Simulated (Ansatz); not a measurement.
Reaction (ligand exchange at a B–C bond): `B/C=C(/O)OC` + `CC(N)=O` → `BNC(C)=O` + `C=C(O)OC`

Computed with Ansatz on PBE0-D4/def2-TZVP structures; ΔE is electronic, products minus reactants. CCSD(T)/CBS is the MP2 limit (def2-TZVPP, def2-QZVPP) plus CCSD(T) − MP2 in def2-TZVPP, frozen cores. DFT in def2-TZVPP. B3LYP here is the variant with VWN-RPA as its local correlation; programs differ in this. Each species was taken in one conformer, which may not be the lowest.

```
      species  B3LYP-D4 energy (Eh)
`B/C=C(/O)OC`            -293.92962
    `CC(N)=O`            -209.31993
   `BNC(C)=O`            -234.80492
   `C=C(O)OC`            -268.47513
```

**Question.** Work out ΔE.

**Answer.** ΔE = (-234.80492) + (-268.47513) − (-293.92962) − (-209.31993) = -0.03050 Eh = -80.1 kJ/mol. CCSD(T)/CBS gives -90.0 kJ/mol.

Largest T1 diagnostic among the species: 0.015.

From PBE to PBE0 (25 % exact exchange), in def2-TZVPP and without D4, ΔE moves by −5.7 kJ/mol.
